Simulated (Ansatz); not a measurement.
`[NH2][Cd][NH2]` + H–F → `[NH2][Cd][F]` + NH₃ at 700 K and 1 bar (ligand exchange at a Cd–N bond).

Calculated with Ansatz (gas phase, PBE0-D4/def2-TZVP geometries, no zero-point term in ΔE). CCSD(T)/CBS adds triple-zeta CCSD(T) − MP2 to the extrapolated MP2 energy (def2 sets, frozen cores). This one scheme is used for every species. Elements past krypton have def2 core potentials. For Cd outer-core shells are correlated without core-valence functions, which leaves a few kJ/mol of doubt a bond. Each species was taken in one conformer, which may not be the lowest.

```json
{"species": "`[NH2][Cd][NH2]`", "CCSD(T)/CBS energy (Eh)": "-279.51838", "H − E (kJ/mol)": "186.8", "S (J/(mol·K))": "385.9"}
{"species": "H–F", "CCSD(T)/CBS energy (Eh)": "-100.39570", "H − E (kJ/mol)": "45.2", "S (J/(mol·K))": "198.5"}
{"species": "`[NH2][Cd][F]`", "CCSD(T)/CBS energy (Eh)": "-323.42384", "H − E (kJ/mol)": "114.6", "S (J/(mol·K))": "356.2"}
{"species": "NH₃", "CCSD(T)/CBS energy (Eh)": "-56.50880", "H − E (kJ/mol)": "116.9", "S (J/(mol·K))": "226.5"}
```

H − E and S are ideal-gas, rigid-rotor, harmonic terms from PBE0-D4/def2-TZVP, for one conformer and one mirror image of each species. 1 Eh = 2625.50 kJ/mol, R = 8.31446 J/(mol·K).

Question: By hand: ΔE, ΔH, ΔS and ΔG.

Answer: ΔE = (-323.42384) + (-56.50880) − (-279.51838) − (-100.39570) = -0.01856 Eh = -48.7 kJ/mol. Δ(H − E) = 114.6 + 116.9 − 186.8 − 45.2 = -0.5, so ΔH = -49.2 kJ/mol. ΔS = 356.2 + 226.5 − 385.9 − 198.5 = -1.7 J/(mol·K). ΔG = -49.2 − 700 × (-1.7)/1000 = -48.0 kJ/mol.

Question: By hand: the equilibrium constant, and the temperature at which ΔG would vanish if ΔH and ΔS stayed fixed.

Answer: log₁₀ K = −ΔG/(RT ln 10) = 3.6. ΔG = 0 at ΔH/ΔS = 28941 K, far beyond where these terms or the molecules hold.

The number of gas molecules stays the same, so ΔS is small and ΔH decides. A doubt of 5 kJ/mol in ΔE shifts log₁₀ K by 0.4 here. Other conformers and mirror images would add mixing entropy, several J/(mol·K) or more a flexible species. These are equilibria of isolated gas molecules and say nothing of rates. Largest T1 diagnostic: 0.016 (customary marks: 0.02 for closed shells, 0.045 for open ones).
